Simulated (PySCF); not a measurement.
SnOCl2, SMILES [Cl][Sn](=[O])[Cl].

The structure is a stationary point at PBE-D3(BJ)/def2-SVP. The def2 effective core potentials stand for the cores of Sn; spin–orbit coupling is left out.

Method: PBE-D3(BJ)/def2-SVP in PySCF 2.14.0.

Frequencies are harmonic and unscaled.

Computed normal modes with their intensities:
```tsv
mode	ν (cm⁻¹)	IR (km/mol)	moving atoms (share of kinetic energy)
1	110	3.0	Cl 82 %, Sn 16 %
2	117	17.2	O 48 %, Sn 34 %, Cl 18 %
3	135	29.5	O 74 %, Cl 15 %, Sn 12 %
4	354	15.9	Cl 83 %, Sn 14 %
5	369	62.6	Cl 73 %, Sn 27 %
6	789	25.0	O 87 %, Sn 13 %
```
